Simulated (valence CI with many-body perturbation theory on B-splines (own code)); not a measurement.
## Which ion has this spectrum?

A relativistic CI+MBPT calculation for an atom or ion with 7 electrons gives these levels (× 10³ cm⁻¹):

```tsv
J	Parity	E	g
3/2	odd	0.00	1.47
3/2	odd	631.04	1.38
5/2	odd	751.09	1.19
1/2	odd	908.47	0.65
3/2	odd	1539.3	1.26
5/2	even	1797.2	1.53
1/2	even	2136.5	2.32
3/2	even	2138.4	1.37
3/2	even	2593.6	1.32
5/2	even	2759.2	1.25
1/2	even	2936.1	1.52
3/2	even	3030.4	1.14
1/2	even	3708.9	1.47
3/2	odd	4328.3	1.32
```

The energies are calculated, and their last digits are not significant.

Problem. Which is it?
A. Zr33+
B. Nb34+
C. Sr31+
D. Rb30+

Solution. A. Zr33+, ground level (2s^2 2p1/2^2 2p3/2) J=3/2.
